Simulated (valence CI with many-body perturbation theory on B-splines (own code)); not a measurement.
V8+: electric-dipole lines

Calculated by valence CI with perturbative core correlation (CI+MBPT): five valence electrons over a frozen Dirac-Fock core [Ne], radial functions for each j: 9 s, 9 p, 8 d, 6 f, 3 g, 1 h, with the one-electron correlation potential Σ1 (screened to all orders), the two-electron term Σ2, the three-electron term Σ3, Breit, model QED; selected single and double excitations, second order for the rest, scaled by the run's own slope (own B-spline code, finite nucleus).

No measured spectrum was set against this ion. As an estimate, levels of excited configurations hold to 0.05 to 0.15 % of their energy, terms of the ground configuration to about 0.5 %. Among the levels kept, up to 700 cm⁻¹ of a level comes from second order outside the variational space, and about a tenth of that is noise between levels of different J, which matters for small intervals.

Lines 1 to 50 of 176 in falling wavelength, among levels below 62.929 eV, chosen from the strongest by gf and those to the six lowest levels. Wavelengths and rates use the calculated energies, so an error of 200 cm⁻¹ moves a line at 2532 Å by 0.51 % and its rate by three times that or more. Electric multipoles are in the length gauge, E1 and E2 with the static RPA response of the core. Weak lines are less certain than strong ones. Lines between different terms over intervals too small for the method are left out, as are lines whose strength nearly cancels. The highest levels of a list are the least certain.

Names give the largest LS component (configuration and term), which can be under half, so a name can repeat, a term be missing and a line seem to break the LS rules; names also repeat where a configuration has a term twice. Letters in brackets count levels of one name in rising energy.

| λ vac (Å) | Upper | Lower | A (s⁻¹) | S (a.u.) |
| --- | --- | --- | --- | --- |
| 2532 | 3p5 2P°_3/2 | 3s2.3p2.3d 2S_1/2 | 7.06e+04 | 2.26e-03 |
| 2427 | 3p5 2P°_3/2 | 3s2.3p2.3d 2P_3/2 [c] | 2.12e+05 | 6.00e-03 |
| 2230 | 3p5 2P°_3/2 | 3s2.3p2.3d 2P_1/2 [c] | 1.57e+05 | 3.44e-03 |
| 2133 | 3p5 2P°_1/2 | 3s2.3p2.3d 2S_1/2 | 5.06e+05 | 4.84e-03 |
| 2058 | 3p5 2P°_1/2 | 3s2.3p2.3d 2P_3/2 [c] | 2.39e+05 | 2.05e-03 |
| 1915 | 3p5 2P°_1/2 | 3s2.3p2.3d 2P_1/2 [c] | 1.92e+05 | 1.33e-03 |
| 1697 | 3p5 2P°_3/2 | 3s2.3p2.3d 2D_3/2 [b] | 1.04e+05 | 1.00e-03 |
| 1687 | 3p5 2P°_3/2 | 3s2.3p2.3d 2D_5/2 [b] | 8.39e+05 | 7.95e-03 |
| 1508 | 3p5 2P°_1/2 | 3s2.3p2.3d 2D_3/2 [b] | 1.79e+06 | 6.06e-03 |
| 1324 | 3p5 2P°_3/2 | 3s2.3p2.3d 2D_5/2 [a] | 1.02e+06 | 4.67e-03 |
| 1280 | 3s.3p3.3d 6D°_5/2 | 3s2.3p2.3d 4P_3/2 | 9.39e+04 | 5.83e-04 |
| 1238 | 3s.3p3.3d 6D°_7/2 | 3s2.3p2.3d 4P_5/2 | 1.23e+05 | 9.21e-04 |
| 1126 | 3p5 2P°_1/2 | 3s2.3p2.3d 2D_3/2 [a] | 1.85e+06 | 2.60e-03 |
| 1078 | 3p5 2P°_3/2 | 3s2.3p2.3d 2P_1/2 [b] | 6.37e+06 | 1.57e-02 |
| 1057 | 3p5 2P°_1/2 | 3s2.3p2.3d 4P_1/2 | 7.52e+05 | 8.77e-04 |
| 1012 | 3p5 2P°_3/2 | 3s2.3p2.3d 2P_3/2 [b] | 3.94e+07 | 8.06e-02 |
| 998.0 | 3p5 2P°_1/2 | 3s2.3p2.3d 2P_1/2 [b] | 3.01e+07 | 2.96e-02 |
| 941.6 | 3p5 2P°_1/2 | 3s2.3p2.3d 2P_3/2 [b] | 1.76e+07 | 1.45e-02 |
| 741.1 | 3s.3p3.3d 6D°_3/2 | 3s2.3p2.3d 4D_3/2 | 4.04e+05 | 3.24e-04 |
| 732.6 | 3s.3p3.3d 6D°_9/2 | 3s2.3p2.3d 2F_7/2 [a] | 2.36e+05 | 4.59e-04 |
| 702.4 | 3s.3p3.3d 6D°_9/2 | 3s2.3p2.3d 4F_9/2 | 1.80e+06 | 3.07e-03 |
| 687.6 | 3s.3p3.3d 6D°_7/2 | 3s2.3p2.3d 4F_7/2 | 1.10e+06 | 1.42e-03 |
| 686.9 | 3p5 2P°_3/2 | 3s2.3p2.3d 4D_3/2 | 9.65e+05 | 6.17e-04 |
| 686.0 | 3s.3p3.3d 6D°_9/2 | 3s2.3p2.3d 4F_7/2 | 3.70e+05 | 5.90e-04 |
| 676.6 | 3s.3p3.3d 6D°_5/2 | 3s2.3p2.3d 4F_5/2 | 5.47e+05 | 5.01e-04 |
| 675.5 | 3s.3p3.3d 6D°_7/2 | 3s2.3p2.3d 4F_5/2 | 2.76e+05 | 3.36e-04 |
| 655.8 | 3s.3p4 4P_5/2 | 3s2.3p3 2P°_3/2 | 7.89e+05 | 6.59e-04 |
| 653.7 | 3p5 2P°_1/2 | 3s2.3p2.3d 4D_3/2 | 1.07e+06 | 2.95e-04 |
| 651.3 | 3p5 2P°_1/2 | 3s2.3p2.3d 4D_1/2 | 2.45e+06 | 6.67e-04 |
| 636.0 | 3s.3p4 4P_3/2 | 3s2.3p3 2P°_3/2 | 2.43e+06 | 1.23e-03 |
| 627.3 | 3s.3p4 4P_3/2 | 3s2.3p3 2P°_1/2 | 2.21e+04 | 1.08e-05 |
| 626.6 | 3s.3p4 4P_1/2 | 3s2.3p3 2P°_3/2 | 3.16e+05 | 7.67e-05 |
| 618.1 | 3s.3p4 4P_1/2 | 3s2.3p3 2P°_1/2 | 2.07e+06 | 4.82e-04 |
| 563.4 | 3s.3p4 4P_5/2 | 3s2.3p3 2D°_5/2 | 5.91e+06 | 3.13e-03 |
| 561.0 | 3p5 2P°_3/2 | 3s.3p4 2S_1/2 | 7.94e+05 | 2.77e-04 |
| 558.4 | 3s.3p4 4P_5/2 | 3s2.3p3 2D°_3/2 | 2.03e+06 | 1.05e-03 |
| 548.8 | 3s.3p4 4P_3/2 | 3s2.3p3 2D°_5/2 | 9.57e+05 | 3.12e-04 |
| 544.0 | 3s.3p4 4P_3/2 | 3s2.3p3 2D°_3/2 | 5.54e+05 | 1.76e-04 |
| 538.6 | 3p5 2P°_1/2 | 3s.3p4 2S_1/2 | 4.18e+08 | 6.45e-02 |
| 537.0 | 3s.3p4 4P_1/2 | 3s2.3p3 2D°_3/2 | 1.00e+06 | 1.53e-04 |
| 530.6 | 3p5 2P°_3/2 | 3s2.3p2.3d 2P_1/2 [a] | 3.60e+08 | 1.06e-01 |
| 520.6 | 3p5 2P°_3/2 | 3s2.3p2.3d 2P_3/2 [a] | 1.42e+09 | 3.96e-01 |
| 510.6 | 3p5 2P°_1/2 | 3s2.3p2.3d 2P_1/2 [a] | 8.54e+08 | 1.12e-01 |
| 501.3 | 3p5 2P°_1/2 | 3s2.3p2.3d 2P_3/2 [a] | 8.29e+08 | 1.03e-01 |
| 490.8 | 3s.3p4 2D_3/2 | 3s2.3p3 2P°_3/2 | 7.56e+05 | 1.77e-04 |
| 489.2 | 3s.3p4 2D_5/2 | 3s2.3p3 2P°_3/2 | 3.09e+08 | 1.07e-01 |
| 485.6 | 3s.3p4 2D_3/2 | 3s2.3p3 2P°_1/2 | 1.80e+08 | 4.06e-02 |
| 467.2 | 3s.3p4 4P_5/2 | 3s2.3p3 4S°_3/2 | 1.01e+09 | 3.06e-01 |
| 457.1 | 3s.3p4 4P_3/2 | 3s2.3p3 4S°_3/2 | 1.07e+09 | 2.01e-01 |
| 452.2 | 3s.3p4 4P_1/2 | 3s2.3p3 4S°_3/2 | 1.10e+09 | 1.01e-01 |
